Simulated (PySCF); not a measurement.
Compound: C₂H₁₁NP₂Si.
Bonds: C1–N2, N2–C3, N2–Si4, Si4–P5, Si4–P6. Hydrogens: H7, H8, H9 on C1; H10, H11, H12 on C3; H13 on Si4; H14, H15 on P5; H16, H17 on P6.

The calculation used TDDFT B3LYP/def2-SVPD, vertical, gas phase, core orbitals frozen in the response (PySCF). The structure is a single GFN2-xTB conformer in the gas phase; no vibrational or solvent corrections. Torsions of this conformer, `[CH3:1][N:2]([CH3:3])[SiH:4]([PH2:5])[PH2:6]`: C1–N2–Si4–P5 -156°, H–P5–Si4–N2 -59°, H–P5–Si4–N2 34°, H–P6–Si4–N2 -166°, H–P6–Si4–N2 101°.

Orbital energies (eV): HOMO-3 -8.74, HOMO-2 -7.32, HOMO-1 -7.24, HOMO -6.19, LUMO -0.14, LUMO+1 0.04, LUMO+2 0.34.

Q: Among the lowest singlets, which states do these configurations lead, and at what energies: HOMO-2→LUMO, HOMO→LUMO, HOMO→LUMO+2, HOMO→LUMO+1?

A: 

```
state  leading configuration  weight  Δε (eV)  E (eV)  E − Δε (eV)      f  other configurations
   S1              HOMO→LUMO    0.96     6.05    5.19        -0.86  0.011                     –
   S2            HOMO→LUMO+1    0.98     6.23    5.34        -0.89  0.024                     –
   S3            HOMO→LUMO+2    0.96     6.53    5.59        -0.95  0.016                     –
   S7            HOMO-2→LUMO    0.66     7.18    6.24        -0.94  0.014           H-1→L (17%)
```

E − Δε runs from -0.95 to -0.86 eV. Among themselves, these states come in the order of their orbital differences. Δε is the difference of the two orbital energies.

H and L stand for HOMO and LUMO. The other states: S4 5.72 eV, f 0.020, H→L+3 (94%); S5 6.01 eV, f 0.0036, H→L+4 (94%); S6 6.13 eV, f 0.0040, H-1→L (55%), H-1→L+1 (24%), H-2→L (11%); S8 6.37 eV, f 0.0089, H→L+5 (69%), H-1→L+1 (10%), H-2→L (8%).

Q: Which computed triplets share their leading configuration (75% or more) with a singlet, and how far apart are the partners?

A: 

```csv
configuration,triplet,E(T) (eV),singlet,E(S) (eV),E(S) − E(T) (eV)
HOMO→LUMO,T1,5.07,S1,5.19,+0.12
HOMO→LUMO+1,T2,5.17,S2,5.34,+0.17
```

The 3 triplets are Tamm–Dancoff values, the singlets full response.

Summed over the main configurations (up to three a state, each over 8%) of all 8 singlets, the electron leaves HOMO with weight 5.47, HOMO-1 with weight 1.06 and HOMO-2 with weight 0.86.

Hardware: an Intel Xeon at 2.70 GHz with one thread, shared host. Cost: 81 s wall (grids of density and orbitals included), 0.85 GiB resident at most.
